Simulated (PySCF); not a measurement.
**Cr: excitation energy**

Cr [Ar] 3d5 4s1 (7S) → Cr [Ar] 3d4 4s1 4p1 (high-spin determinant), as a difference of total energies. All numbers are calculated (PySCF 2.14, the non-relativistic Hamiltonian (point nucleus), in aug-cc-pwCVTZ (10s9p7d4f3g, 127 functions)). Correlated levels: valence: [Ar] frozen; valence and next inner shell: [Ne] frozen; nothing frozen. The calculations carry no spin-orbit coupling.

```tsv
method	excitation energy (eV)
UHF	2.001
LDA	4.287
PBE	4.007
PBE0	3.617
r2SCAN	3.765
PW91	4.032
revPBE	3.957
wB97X	3.420
MP2 (valence)	2.977
SCS-MP2 (valence)	2.326
MP2 (valence and next inner shell)	3.576
SCS-MP2 (valence and next inner shell)	2.896
MP2 (all electrons)	3.592
SCS-MP2 (all electrons)	2.906
```

Q: How much does correlation contribute at MP2 (all electrons)?

A: 3.592 − (2.001) = 1.591 eV, measured against UHF.

A first-order spin-orbit estimate (lowest level to lowest level, LS coupling) adds -0.061 eV.

The determinant of the upper state mixes LS terms, which raises its energy above the lowest term, most at the Hartree-Fock and MP2 levels.
